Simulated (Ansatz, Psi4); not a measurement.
Two rigid molecules brought together: C2H6 ··· BCl3 (SMILES CC and ClB(Cl)Cl). Monomers: optimised at B3LYP-D3(BJ) (def2-TZVP), held rigid. Orientation: lowest of the rigid-body minima from ten starts at GFN2-xTB. Only R, the distance of the centres of mass, is varied, so the lowest point isn't the relaxed dimer.

- PBE/def2-TZVP, counterpoise-corrected (Psi4)
- PBE-D3(BJ)/def2-TZVP, counterpoise-corrected (Psi4)
- B3LYP-D3(BJ)/def2-TZVP, counterpoise-corrected (Psi4)
- CCSD(T)/aug-cc-pVDZ = CCSD(T) on RHF/aug-cc-pVDZ, frozen core, counterpoise-corrected run with Ansatz (a quantum-chemistry and plane-wave program)

Interaction energies in kJ/mol; the last columns give the difference from CCSD(T):

| R / Å | PBE/def2-TZVP | PBE-D3(BJ)/def2-TZVP | B3LYP-D3(BJ)/def2-TZVP | CCSD(T)/aug-cc-pVDZ | PBE/def2-TZVP − CCSD(T)/aug-cc-pVDZ | PBE-D3(BJ)/def2-TZVP − CCSD(T)/aug-cc-pVDZ | B3LYP-D3(BJ)/def2-TZVP − CCSD(T)/aug-cc-pVDZ |
|---|---|---|---|---|---|---|---|
| 3.17 | 14.60 | 1.50 | 0.65 | 6.27 | 8.32 | -4.77 | -5.63 |
| 3.31 | 7.89 | -4.01 | -5.07 | -0.31 | 8.19 | -3.70 | -4.77 |
| 3.50 | 2.64 | -7.64 | -8.53 | -4.78 | 7.42 | -2.86 | -3.75 |
| 3.68 | 0.13 | -8.70 | -9.18 | -6.29 | 6.42 | -2.41 | -2.89 |
| 3.90 | -1.19 | -8.39 | -8.33 | -6.34 | 5.16 | -2.05 | -1.99 |
| 4.11 | -1.55 | -7.40 | -6.94 | -5.63 | 4.08 | -1.77 | -1.31 |
| 4.43 | -1.42 | -5.60 | -4.85 | -4.23 | 2.81 | -1.37 | -0.62 |
| 4.73 | -1.07 | -4.10 | -3.37 | -3.08 | 2.01 | -1.02 | -0.29 |
| 5.09 | -0.67 | -2.73 | -2.20 | -2.06 | 1.39 | -0.66 | -0.14 |
| 5.83 | -0.19 | -1.15 | -1.02 | -0.92 | 0.73 | -0.22 | -0.10 |
| 6.96 | -0.02 | -0.36 | -0.38 | -0.31 | 0.30 | -0.04 | -0.07 |
| 8.26 | 0.00 | -0.12 | -0.14 | -0.11 | 0.11 | -0.01 | -0.03 |

PBE/def2-TZVP is furthest from CCSD(T)/aug-cc-pVDZ at 3.17 (8.32 kJ/mol, above); its mean absolute difference over the points is 3.91 kJ/mol.

PBE-D3(BJ)/def2-TZVP is furthest from CCSD(T)/aug-cc-pVDZ at 3.17 (-4.77 kJ/mol, below); its mean absolute difference over the points is 1.74 kJ/mol.

B3LYP-D3(BJ)/def2-TZVP is furthest from CCSD(T)/aug-cc-pVDZ at 3.17 (-5.63 kJ/mol, below); its mean absolute difference over the points is 1.80 kJ/mol.
